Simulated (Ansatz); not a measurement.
# Energy profile

The step: CH₃In ([CH3][In]) + CH₄ → CH₃In ([CH3][In]) + CH₄; bonds formed: In1–C4, C2–H3; bonds broken: In1–C2, H3–C4 (atoms numbered as in the saddle structure below).

```json
{"atom": "In1", "x (Å)": "1.2082", "y (Å)": "0.2034", "z (Å)": "1.5360"}
{"atom": "C2", "x (Å)": "0.5578", "y (Å)": "1.1489", "z (Å)": "-0.7117"}
{"atom": "H3", "x (Å)": "-0.0199", "y (Å)": "-0.0014", "z (Å)": "-0.0215"}
{"atom": "C4", "x (Å)": "-0.6746", "y (Å)": "-1.1680", "z (Å)": "0.5643"}
{"atom": "H5", "x (Å)": "0.3661", "y (Å)": "2.1751", "z (Å)": "-0.3826"}
{"atom": "H6", "x (Å)": "1.5536", "y (Å)": "1.1184", "z (Å)": "-1.1652"}
{"atom": "H7", "x (Å)": "-0.1615", "y (Å)": "0.9317", "z (Å)": "-1.5108"}
{"atom": "H8", "x (Å)": "-0.1760", "y (Å)": "-2.1418", "z (Å)": "0.5990"}
{"atom": "H9", "x (Å)": "-1.3474", "y (Å)": "-1.1003", "z (Å)": "1.4250"}
{"atom": "H10", "x (Å)": "-1.3064", "y (Å)": "-1.1659", "z (Å)": "-0.3324"}
```

Electronic energies by CCSD(T) at an estimated basis limit (MP2 extrapolated from triple and quadruple zeta, plus CCSD(T) − MP2 in triple zeta), on PBE0-D4/def2-TZVP structures; C₂H₇In, singlet; no counterpoise correction. Ansatz 0.2.0; basis: def2-TZVPP and def2-QZVPP; cores frozen in the correlated methods. Filled d shells of the heavier atoms are correlated. Core potentials replace the inner electrons of the atoms past krypton. The def2 sets are not built for correlating such inner shells, so the correlated values are less sure here. Extrapolation: Hartree–Fock as exp(−7.88 √X), correlation as X^−2.97.

(1) Give the profile in eV, counted from the separated reactants. (An estimate is asked for; the value comes from the calculation.)

No T1 diagnostic of these runs exceeds 0.015.

Results:

(1) The calculation gives:
```tsv
point	eV
separated: CH₃In (linked as [CH3][In]; In1, C2, H5, H6, H7; singlet) + CH₄ (H3, C4, H8, H9, H10; singlet)	0.000
start structure	-0.083
saddle	1.714
end structure	-0.083
separated: CH₃In (linked as [CH3][In]; In1, C4, H8, H9, H10; singlet) + CH₄ (C2, H3, H5, H6, H7; singlet)	0.000
```

For scale, one of the runs: CCSD(T)/def2-TZVPP, 210 basis functions, launched by `ansatz run in.yaml --threads 4 --pin off --events-out ev --progress --plain --max-ram 9574MiB`. Time: 68 s of wall clock on 4 CPU threads of an Arm Neoverse V1; the host was shared. Peak host memory: 3.2 GiB.
